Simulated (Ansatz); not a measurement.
System: Si$_{2}$H$_{3}$, charge 0, doublet. Si2H3 (SMILES [SiH][SiH2], doublet).
B3LYP-D3(BJ)/def2-TZVP minimum from Ansatz (a quantum-chemistry and plane-wave program):
```
Si
H 1 1.4867
H 1 1.4882 2 107.07
Si 1 2.2898 2 123.22 3 -169.59
H 4 1.5229 1 88.46 2 -175.19
```
Charge 0, spin multiplicity 2.

Total energies in cc-pV(T+d)Z, 11 correlated electrons, 10 frozen orbitals. UHF or UKS for unpaired electrons; spin-orbit terms are left out. Correlated methods leave the cores frozen. No relativity. The UHF reference of H3Si2 ([SiH][SiH2], doublet) is spin-contaminated (<S^2> up to 0.19 over the pure value in the sets run).

```json
[
 {"method": "HF", "program": "Ansatz", "energy (Eh)": "-579.54665", "minus CCSDT(Q) (mEh)": "265.22"},
 {"method": "MP2", "program": "Ansatz", "energy (Eh)": "-579.75273", "minus CCSDT(Q) (mEh)": "59.14"},
 {"method": "CCSD", "program": "Ansatz", "energy (Eh)": "-579.79862", "minus CCSDT(Q) (mEh)": "13.25"},
 {"method": "CCSD(T)", "program": "Ansatz", "energy (Eh)": "-579.80926", "minus CCSDT(Q) (mEh)": "2.60"},
 {"method": "CCSDT(Q)", "program": "Ansatz", "energy (Eh)": "-579.81187", "minus CCSDT(Q) (mEh)": "0.00"}
]
```

Rough core times of Ansatz's runs on a shared machine: CCSD(T) 40 s, CCSDT(Q) 2 h.
